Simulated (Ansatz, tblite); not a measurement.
Cost and result up the ladder for GaCl2(SiH3) (GaSiH3Cl2) (7 atoms). Charge 0, multiplicity 1. Geometry: PBE-D4/def2-SVP.

Cartesian coordinates in Å:
```
Ga 0.1341 -0.8219 -0.9227
Cl 1.3274 -0.4404 -2.6913
Cl -0.7856 -2.7845 -0.9165
Si -0.1352 0.7708 0.8559
H -1.4640 0.5572 1.5218
H -0.0454 2.1622 0.2984
H 0.9687 0.5566 1.8543
```

Ansatz on 4 threads of Arm Neoverse V1 on a shared host; xTB runs through tblite on one thread. Times are rough, summed over both states, and most runs start from the orbitals of an earlier one. PBE0-D4/def2-TZVP serves as the yardstick here, not as an exact answer. The other state is a triplet.

The xTB rows come from tblite.

xTB has no spin-polarisation term.

| level | functions | vertical triplet (eV) | difference from PBE0-D4/def2-TZVP (eV) |
| --- | --- | --- | --- |
| r2SCAN-D4/def2-TZVP (with forces) | 177 | 4.27 | -0.19 |
| PBE0-D4/def2-TZVP | 177 | 4.46 | 0.00 |
| GFN2-xTB | 39 | 3.86 | -0.59 |
| GFN1-xTB | 42 | 4.56 | 0.10 |
| PBE-D4/def2-TZVP | 177 | 4.22 | -0.24 |

(1) Estimate how long each takes.

Results:

(1) GFN1-xTB 0.012 s; GFN2-xTB 0.012 s; PBE-D4/def2-TZVP 4.9 s; PBE0-D4/def2-TZVP 9.8 s; r2SCAN-D4/def2-TZVP (with forces) 13 s. On shared hardware such times vary by a factor of up to 3.
